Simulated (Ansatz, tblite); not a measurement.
Forces on (AgOH)2 ring (Ag₂O₂H₂) at its PBE-D4/def2-SVP geometry. The state is a singlet with charge 0.

In the def2 sets Ag takes a core potential; there is no spin–orbit coupling. The xTB rows come from tblite.

GFN1-xTB (tblite), largest force 1.41 eV/Å:

```xyz
6
positions Å, forces eV/Å
Ag   -0.306    0.812    1.121   -0.137    0.440    0.525
O     1.719    0.144    0.425    0.495   -1.105    0.716
Ag    0.395   -0.436   -1.290    0.202   -0.166   -0.648
O    -1.582    0.430   -0.682   -0.989   -0.976    0.218
H     1.987   -0.657    0.917    0.040    0.919   -0.464
H    -2.212   -0.293   -0.491    0.388    0.888   -0.347
```

GFN2-xTB (tblite), largest force 1.32 eV/Å:

```
Ag -0.110 0.279 0.402
O 0.690 -0.899 0.666
Ag 0.138 -0.164 -0.454
O -1.080 -0.746 0.072
H -0.068 0.787 -0.427
H 0.431 0.744 -0.260
```

r2SCAN-D4/def2-TZVP (Ansatz), largest force 0.62 eV/Å:

```
Ag 0.066 -0.071 -0.215
O -0.006 -0.542 0.279
Ag -0.051 0.136 0.186
O -0.247 -0.521 0.198
H -0.126 0.520 -0.306
H 0.363 0.478 -0.142
```
